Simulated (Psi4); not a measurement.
Relaxed torsion scan: SMILES [CH](/[GeH3])=C/[Si](F)(F)F (C2H5F3GeSi). Scanned: dihedral F1–Si2–C5–C6; all other coordinates were relaxed at B3LYP-D3(BJ)/def2-SVP. Heavy atoms are numbered in the order of the SMILES F[Si](F)(F)/C=[CH]\[GeH3], hydrogens after them in the order of the atoms that carry them; the mirror image has the same energies with the sign of each dihedral reversed.

PBE/def2-SVP // B3LYP-D3(BJ)/def2-SVP (Psi4); PBE-D3(BJ)/def2-SVP // B3LYP-D3(BJ)/def2-SVP (Psi4); MP2/cc-pVTZ = DF-MP2 (frozen core)/cc-pVTZ // B3LYP-D3(BJ)/def2-SVP (Psi4 1.11).

Energies relative to the lowest point of each profile, in kJ/mol; the last columns give the difference from MP2:

| φ / ° | PBE/def2-SVP | PBE-D3(BJ)/def2-SVP | MP2/cc-pVTZ | PBE/def2-SVP − MP2/cc-pVTZ | PBE-D3(BJ)/def2-SVP − MP2/cc-pVTZ |
|---|---|---|---|---|---|
| 0 | 0.00 | 0.00 | 2.35 | -2.35 | -2.35 |
| 10 | 0.36 | 0.36 | 2.24 | -1.88 | -1.87 |
| 20 | 0.90 | 0.81 | 2.04 | -1.14 | -1.22 |
| 30 | 1.34 | 1.12 | 1.65 | -0.30 | -0.53 |
| 40 | 1.66 | 1.34 | 0.84 | 0.82 | 0.50 |
| 50 | 2.35 | 2.03 | 0.22 | 2.13 | 1.81 |
| 60 | 2.63 | 2.31 | 0.00 | 2.63 | 2.31 |
| 70 | 2.27 | 1.91 | 0.50 | 1.78 | 1.42 |
| 80 | 1.73 | 1.40 | 0.85 | 0.87 | 0.54 |
| 90 | 1.42 | 1.22 | 1.50 | -0.08 | -0.28 |
| 100 | 1.00 | 0.86 | 1.97 | -0.98 | -1.11 |
| 110 | 0.40 | 0.35 | 2.19 | -1.79 | -1.84 |

PBE/def2-SVP is furthest from MP2/cc-pVTZ at 60 (2.63 kJ/mol, above); its mean absolute difference over the points is 1.40 kJ/mol.

PBE-D3(BJ)/def2-SVP is furthest from MP2/cc-pVTZ at 0 (-2.35 kJ/mol, below); its mean absolute difference over the points is 1.32 kJ/mol.
